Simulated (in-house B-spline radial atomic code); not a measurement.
RPA and G0W0 on r2SCAN: Zn VIII (Zn7+)

Configuration [Ar] 3d5, highest spin, mean-field start r2SCAN. Computed with an all-electron radial atomic-structure program (B-spline basis): all electrons, scalar-relativistic (spin-free one-electron X2C), finite nucleus, each spin shell either full or empty, empty states to l = 9 with an (l + 1/2)⁻⁴ tail; G0W0 by contour deformation at full frequency.

Command:
```bash
python run_gw.py task.json out
```
Settings (radii: box in bohr, nucleus in fm):
```
Z                        30
electrons                23
configuration            [Ar] 3d5
hamiltonian              x2c
method                   r2scan
lmax                     9
rms_radius               3.9283
spin_polarised           True
box_radius               8.41
intervals                67
```

Cost of the run: 3.1 s on 1 thread of Arm Neoverse N1 (shared host).

Energies (hartree):

```
                                     term        value
                         mean-field total  -1779.20828
Hartree-Fock functional on these orbitals  -1778.13136
                      direct second order      -1.7631
                    second-order exchange       0.5764
                         SOSEX correction      0.54025
```

(1) What is the RPA correlation energy, and what remains with SOSEX?

Quasi-particle levels (eV):

| level | occupied | mean field | Σx - vxc | Σc | QP weight | G0W0 |
| --- | --- | --- | --- | --- | --- | --- |
| 3d up | yes | -159.44 | -16.08 | ? | ? | ? |
| 3p down | yes | -227.47 | -13.84 | 0.23 | 0.965 | -241.08 |
| 3d down | no | -148.09 | 17.86 | -5.55 | 0.970 | -135.78 |

G0W0 = mean field + (Σx - vxc) + Σc, with Σc (partial-wave tail included) taken at the quasi-particle energy. Only the outer levels were computed. Levels of low weight are left out.

(2) Where does G0W0 put 3d up?

Results:

(1) RPA gives -1.5915 hartree (-1.88 eV per electron); RPA + SOSEX gives -1.0512, and the second-order doubles -1.1867 hartree (no singles). SOSEX takes back 34 % of the RPA value.

(2) At -173.90 eV, with Σc = 1.62 eV and a quasi-particle weight of 0.969. The tabulated removal energy is 173.9 ± 1.7 eV (NIST, semi-empirical); the calculation leaves out spin-orbit coupling, Breit and QED terms, and what these don't explain is the method's own error.
